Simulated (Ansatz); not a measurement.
Species: CH3Te, charge 1, multiplicity 1. 
Structure (B3LYP-D3(BJ)/def2-TZVP (Ansatz, a program for electronic structure) minimum search):
```
C
H 1 1.0871
H 1 1.0871 2 115.84
H 1 1.1143 2 107.66 3 120.53
Te 1 2.0880 2 112.55 4 107.97
```
Charge +1, spin multiplicity 1.

Basis-set convergence of Hartree-Fock and CCSD correlation energies (hartree) with Ansatz. Valence correlation only, unless marked. No spin-orbit coupling. Frozen are the shells of the preceding noble gas and the d and f shells that filled before the atom's block. In def2 rows, elements after Kr have scalar-relativistic effective core potentials.

The Hartree-Fock reference is unstable (checked in the largest basis), which strains HF and MP2. 

```json
[
 {"basis": "def2-SVP", "functions": "55", "E(HF)": "-306.23078", "E(corr, CCSD)": "-0.25596"},
 {"basis": "def2-TZVPP", "functions": "123", "E(HF)": "-306.28967", "E(corr, CCSD)": "-0.31473"},
 {"basis": "def2-QZVPP", "functions": "229", "E(HF)": "-306.29372", "E(corr, CCSD)": "-0.33271"}
]
```

Extrapolating the two largest sets (X = 3 and 4) as X^-3: E(corr) = (64·(-0.33271) - 27·(-0.31473))/37 = -0.3458 Eh, an estimate of the basis-set limit. The largest set recovers 96.2 % of it, the smallest 74.0 %.
